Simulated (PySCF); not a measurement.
# Dipole moment and polarisability of InCl2Et

Compound: InCl2Et, C2H5Cl2In.
Geometry (PBE0-D3(BJ)/def2-SVP, Å), atoms numbered from 1 in this order:
```
atom  x, y, z in Å
In1    0.836    1.347    0.579
Cl2    3.187    1.406    0.564
Cl3   -0.039    3.526    0.586
C4    -0.351   -0.451    0.550
C5    -0.580   -0.998   -0.853
H6    -1.297   -0.201    1.053
H7     0.186   -1.170    1.187
H8    -1.176   -1.925   -0.812
H9    -1.129   -0.290   -1.491
H10    0.364   -1.245   -1.363
```

Level: wB97X-D/def2-SVPD (PySCF), static field, nuclei fixed, core orbitals frozen in the response. The polarisability tensor in these axes (au):

```
x    96.94   5.36   3.05
y     5.36 102.36   5.45
z     3.05   5.45  69.50
```

**Question.** What are the eigenvalues, a third of the trace, and Δα (Δα² = ½Σ(αi − αj)² over the three pairs)?

**Answer.** Principal values 68.45, 93.65 and 106.70 au; mean 89.60 au = 13.28 Å³ = 14.77 × 10⁻⁴⁰ C²·m²/J; Δα = 33.68 au (38 % of the mean).

**Question.** What is the dipole moment, and where does it point?

**Answer.** (-2.44, -3.73, -0.16) D, 4.45 D in size, pointing from the negative to the positive side. Measured along this direction, the outermost atoms are Cl3 and Cl2 at the negative end and H8 at the positive end.

**Question.** In TDDFT the mean static polarisability is Σ f/ω² over all singlet excitations (ω in hartree). How much of it do the 10 lowest give? Their energies (eV) and oscillator strengths: 5.55, 0.0062; 5.82, 0.2475; 5.87, 0.0301; 5.96, 0.0001; 6.09, 0.0001; 6.33, 0.0420; 6.43, 0.0117; 6.59, 0.0618; 6.74, 0.0075; 6.95, 0.2032.

**Answer.** They add up to 11.49 au, 12.8 % of the 89.60 au; the largest single term is 5.41 au, from the state at 5.82 eV. Terms in order: 0.15, 5.41, 0.65, 0.00, 0.00, 0.78, 0.21, 1.06, 0.12, 3.12 au. Higher excitations give the rest. The strengths listed sum to 0.610.

**Question.** Give the principal axes and the span of the nuclei along them.

**Answer.** Largest value along (0.51, 0.84, 0.17), where the nuclei span 5.40 Å; middle along (0.85, -0.52, -0.01), 3.86 Å; least along (-0.08, -0.15, 0.99), 2.67 Å. The response follows the extents in order.

**Question.** Rayleigh depolarisation ratio (linearly polarised light, static tensor)?

**Answer.** ρ = 3Δα²/(45ᾱ² + 4Δα²) = 3403.1/(361280 + 4537.5) = 0.0093.

**Question.** Refractivity n − 1 of an ideal gas of it at 500 K and 1 atm, from the electronic α?

**Answer.** N = p/kT = 1.4678 × 10¹⁹ cm⁻³, so n − 1 = 2π × N × 13.28 × 10⁻²⁴ cm³ = 1225 × 10⁻⁶ at long wavelengths.

**Question.** Estimate the molar refractivity from the static electronic polarisability.

**Answer.** Lorentz–Lorenz: R = (4π/3)N_A α = 2.5225 cm³/(mol·Å³) × 13.28 Å³ = 33.5 cm³/mol, in the limit of long wavelengths.

One conformer (not necessarily the lowest) at the PBE0-D3(BJ)/def2-SVP geometry, without solvent, vibrations or thermal averaging. Atoms past krypton carry effective core potentials; spin–orbit coupling is left out.
